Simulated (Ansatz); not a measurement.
`BCB(B)F` + `[SiH3][O][AlH][SiH3]` → `[BH2][Al]([SiH3])[O][SiH3]` + `BCBF`  (formal exchange of groups at a B–B bond)

Isolated molecules relaxed with PBE0-D4/def2-TZVP in Ansatz; ΔE leaves out vibrations. CCSD(T)/CBS adds triple-zeta CCSD(T) − MP2 to the extrapolated MP2 energy (def2 sets, frozen cores). Functionals use def2-TZVPP. B3LYP here is the variant with VWN-RPA as its local correlation; programs differ in this. One conformer a species, not always the lowest.

`BCB(B)F`:

Cartesian coordinates in Å:
```
B -0.443 0.929 -1.472
C -0.316 -0.462 -0.807
B 0.705 -0.339 0.393
B 0.194 -0.279 1.991
F 2.004 -0.287 0.087
H -1.320 1.680 -1.155
H 0.364 1.292 -2.277
H 0.150 -1.183 -1.489
H -1.274 -0.834 -0.432
H -0.118 0.754 2.512
H 0.054 -1.270 2.649
```

`[SiH3][O][AlH][SiH3]`:

Z-matrix (Å, degrees):
```
Si
O 1 1.625
H 1 1.489 2 110.7
H 1 1.487 2 109.8 3 120.0
H 1 1.487 2 109.9 3 -120.1
Al 2 1.686 1 164.5 3 -3.5
Si 6 2.452 2 118.0 1 -3.0
H 6 1.583 2 116.8 1 177.7
H 7 1.491 6 111.5 2 140.2
H 7 1.490 6 112.2 2 18.8
H 7 1.492 6 110.3 2 -101.0
```

`[BH2][Al]([SiH3])[O][SiH3]`:

Z-matrix (Å, degrees):
```
Si
Al 1 2.464
H 1 1.492 2 112.0
H 1 1.493 2 110.8 3 -119.6
H 1 1.492 2 112.3 3 121.0
O 2 1.692 1 116.2 3 43.8
B 2 2.122 1 125.9 3 -136.7
Si 6 1.624 2 168.2 1 2.5
H 7 1.200 2 122.6 1 90.6
H 7 1.200 2 122.6 1 -87.5
H 8 1.487 6 110.0 2 141.0
H 8 1.489 6 110.8 2 21.0
H 8 1.487 6 110.0 2 -99.2
```

`BCBF`:

```xyz
9

B    -0.329   -0.187    1.260
C     0.603   -0.167    0.022
B    -0.205    0.302   -1.225
F    -0.467   -0.554   -2.202
H    -0.803    0.834    1.669
H    -0.611   -1.212    1.809
H     1.302    0.668    0.187
H     1.133   -1.102   -0.163
H    -0.624    1.418   -1.357
```

```json
{"level": "PBE-D4", "ΔE (kJ/mol)": "6.4", "difference from CCSD(T)/CBS": "3.1"}
{"level": "PBE0-D4", "ΔE (kJ/mol)": "5.0", "difference from CCSD(T)/CBS": "1.7"}
{"level": "ωB97X-V", "ΔE (kJ/mol)": "6.7", "difference from CCSD(T)/CBS": "3.4"}
{"level": "ωB97M-V", "ΔE (kJ/mol)": "6.5", "difference from CCSD(T)/CBS": "3.2"}
{"level": "B2PLYP", "ΔE (kJ/mol)": "5.3", "difference from CCSD(T)/CBS": "2.0"}
{"level": "PBE", "ΔE (kJ/mol)": "5.5", "difference from CCSD(T)/CBS": "2.2"}
{"level": "PBE0", "ΔE (kJ/mol)": "4.4", "difference from CCSD(T)/CBS": "1.1"}
{"level": "B3LYP", "ΔE (kJ/mol)": "6.0", "difference from CCSD(T)/CBS": "2.7"}
{"level": "MP2/def2-TZVPP", "ΔE (kJ/mol)": "4.1", "difference from CCSD(T)/CBS": "0.8"}
{"level": "CCSD/def2-TZVPP", "ΔE (kJ/mol)": "2.6", "difference from CCSD(T)/CBS": "-0.7"}
{"level": "CCSD(T)/def2-TZVPP", "ΔE (kJ/mol)": "2.7", "difference from CCSD(T)/CBS": "-0.6"}
{"level": "MP2/def2-QZVPP", "ΔE (kJ/mol)": "4.5", "difference from CCSD(T)/CBS": "1.2"}
{"level": "SCS-MP2/def2-QZVPP", "ΔE (kJ/mol)": "4.1", "difference from CCSD(T)/CBS": "0.8"}
{"level": "HF/CBS(def2)", "ΔE (kJ/mol)": "4.0", "difference from CCSD(T)/CBS": "0.7"}
{"level": "MP2/CBS(def2)", "ΔE (kJ/mol)": "4.7", "difference from CCSD(T)/CBS": "1.4"}
{"level": "CCSD/CBS(def2)", "ΔE (kJ/mol)": "3.3", "difference from CCSD(T)/CBS": "0.0"}
{"level": "CCSD(T)/CBS", "ΔE (kJ/mol)": "3.3", "difference from CCSD(T)/CBS": "0"}
```

Largest T1 diagnostic among the species: 0.013.
